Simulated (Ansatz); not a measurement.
A nudged elastic band was laid between two geometries of C$_{4}$H$_{5}$ClO$_{2}$ (12 atoms, charge 0, multiplicity 1).

Method: Ansatz, RKS PBE/6-31G*.

| Quantity | Value |
| --- | --- |
| movable images | 7 |
| climbing image | yes |
| spring | 5.0 eV/Å² |
| optimiser | quadratic models (default) |
| start path | through a guess of the saddle point |
| force threshold | 0.03 eV/Å |
| iteration limit | 60 |
| end points | relaxed |

Image 0:

```xyz
12
Properties=species:S:1:pos:R:3
C -0.226 -2.107 -0.104
C 0.487 -0.970 -0.288
C 0.030 0.344 0.094
O -1.273 0.507 0.590
C 0.720 1.523 0.030
O 0.163 2.713 0.358
Cl 2.387 1.652 -0.412
H 0.149 -3.072 -0.451
H -1.183 -2.112 0.429
H 1.462 -1.011 -0.786
H -1.868 0.004 -0.010
H -0.772 2.474 0.584
```

Image 8:

```xyz
12
Properties=species:S:1:pos:R:3
C -0.179 -2.170 -0.131
C 0.419 -0.968 -0.300
C -0.167 0.292 0.125
O -1.470 0.306 0.581
C 0.482 1.494 0.125
O -0.101 2.620 0.606
Cl 2.188 1.645 -0.299
H 0.276 -3.086 -0.514
H -1.113 -2.287 0.429
H 1.384 -0.909 -0.813
H -1.944 -0.385 0.069
H 0.303 3.393 0.157
```

(1) Which bonds break or form, and what moves?

(2) Give the energies along the band, and the barrier.

(3) What is the geometry of the highest image?

The band took 10 iterations and roughly 5 core-minutes.

Answers

(1) No bond is made or broken. The dihedral C3–C5–O6–H12 goes from -2 to -154°.

(2) The run converged. The highest image is number 4 of 0 to 8, 5.5 kcal/mol above the first end and 1.1 kcal/mol above the last; the last end lies 4.4 kcal/mol above the first. Beside the main top the profile has a ripple of under 15 meV (maxima at images 4, 7), which may be a very shallow well or noise. A vibrational analysis at the climbing image gives one clearly imaginary mode, 298i cm⁻¹: a first-order saddle point.

| image | path coordinate (Å) | energy (kcal/mol) | dihedral C3–C5–O6–H12 (°) |
| --- | --- | --- | --- |
| 0 | 0.00 | 0.0 | -2 |
| 1 | 0.32 | 0.8 | 10 |
| 2 | 0.64 | 2.9 | 32 |
| 3 | 0.97 | 4.9 | 60 |
| 4 | 1.29 | 5.5 | 86 |
| 5 | 1.68 | 4.9 | 117 |
| 6 | 2.07 | 4.5 | 143 |
| 7 | 2.47 | 4.7 | 173 |
| 8 | 2.86 | 4.4 | -154 |

(3) 
```xyz
12
Properties=species:S:1:pos:R:3
C -0.197 -2.127 -0.079
C 0.441 -0.959 -0.319
C -0.121 0.349 -0.017
O -1.451 0.436 0.342
C 0.571 1.527 -0.029
O -0.016 2.736 0.146
Cl 2.322 1.570 -0.285
H 0.246 -3.083 -0.367
H -1.159 -2.176 0.445
H 1.428 -0.963 -0.790
H -1.910 -0.300 -0.116
H -0.078 2.935 1.105
```

Run time: 2.5 min on 2 threads of Intel(R) Xeon(R) Platinum 8488C (Sapphire Rapids) (shared host), peak memory 0.18 GiB.
